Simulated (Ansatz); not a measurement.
Ansatz results at the PBE0-D4/def2-TZVP geometry: size of the dipole moment (ωB97M-V/def2-TZVPP) 0.97 D; HOMO–LUMO gap (PBE/def2-TZVPP) 4.32 eV; LUMO energy (PBE/def2-TZVPP) -2.04 eV.

Each molecule was computed in one conformer, which needn't be the lowest.

(1) Which molecule gave them?
A. `N#[C][Sn]([Cl])([Cl])[Cl]`
B. `[I][SnH2][I]`
C. `C[N](C)[SnH]([N](C)C)[N](C)C`
D. `[SiH3][N]([SiH3])[SnH]([N]([SiH3])[SiH3])[N]([SiH3])[SiH3]`

Results:

(1) D. The others give `[I][SnH2][I]`: 1.71, 3.65, -2.93; `N#[C][Sn]([Cl])([Cl])[Cl]`: 2.09, 4.63, -3.92; `C[N](C)[SnH]([N](C)C)[N](C)C`: 0.50, 3.83, -0.62.
